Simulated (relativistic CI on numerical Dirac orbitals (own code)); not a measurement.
# Hyperfine structure of Sm LVII, mass number 149

Computed by Dirac-Coulomb-Breit CI, orbitals from a KLI potential per configuration, QED by a radiative potential, unscaled Slater integrals (own radial code, finite nucleus).

Configuration list (outside the closed core 1s2): 2s2.2p2, 2s.2p3, 2p4, 2p3.3s, 2p3.3p, 2p3.3d, 2s2.2p.3s, 2s2.2p.3p, 2s2.2p.3d, 2s.2p2.3s, 2s.2p2.3p, 2s.2p2.3d, 2s2.2p.4s, 2s2.2p.4p, 2s2.2p.4d, 2s2.2p.4f. Levels of other configurations are missing.

Nuclear spin I = 7/2, μ = -0.6677 μN, Q = 0.075 b (tables of Stone and Pyykkö). The electronic factors are computed for point nuclear moments, without core polarisation or the Bohr-Weisskopf and QED corrections.

```
       Level  E (10³ cm⁻¹)  A (GHz)  B (GHz)
2s2.2p2 3P_1        5046.1    52.62     34.7
2s2.2p2 1D_2        5186.2   -235.7     63.3
2s2.2p2 3P_2       10362.6    -93.4     5.96
2s.2p3 3D°_3       12081.3   -522.7   -0.179
2s.2p3 1D°_2       12689.0    26.59    -11.2
2s.2p3 3P°_1       12714.7    -1220     15.4
    2p4 3P_2       14654.6   -89.32     5.63
```

Levels with J = 0, under 50 % of one LS term, or S terms without an open s electron are left out. Small factors come from cancelling terms and can be off by tens of per cent or more.

At this charge energies of transitions that change n are usually good to better than 1 %, and those within a shell (Δn = 0) to a few per cent.

(1) Give the hyperfine levels of 2s2.2p2 1D_2 relative to its centre of gravity.

Answers

(1) With K = F(F + 1) − I(I + 1) − J(J + 1), E = AK/2 + B[¾K(K + 1) − I(I + 1)J(J + 1)]/[2I(2I − 1)J(2J − 1)]: F = 3/2: 2156, F = 5/2: 1538, F = 7/2: 689.1, F = 9/2: -375.1, F = 11/2: -1634 GHz.

LS names give the leading component of a level, which can be under half, so a name can repeat, a term be missing and a line seem to break the LS rules.
